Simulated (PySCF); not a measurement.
## Electron correlation in Co (cobalt, neutral)

[Ar] 3d7 4s2, high-spin 4F determinant. Calculation: PySCF 2.14, in jorge-DZP-DKH; scalar relativity by spin-free X2C-1e. Frozen: [Ar]; 9 electrons correlated.

MP2 pair energies summed by pair of shells (mhartree):

```tsv
pair	energy	share (%)
3d-3d	-116.65	72.1
3d-4s	-25.66	15.9
4s-4s	-19.52	12.1
```

Total MP2 correlation energy: -161.83 mhartree.

Same-spin part -61.88 and opposite-spin part -99.95 mhartree; SCS-MP2 scales them by 1/3 and 6/5 to -140.57 mhartree.
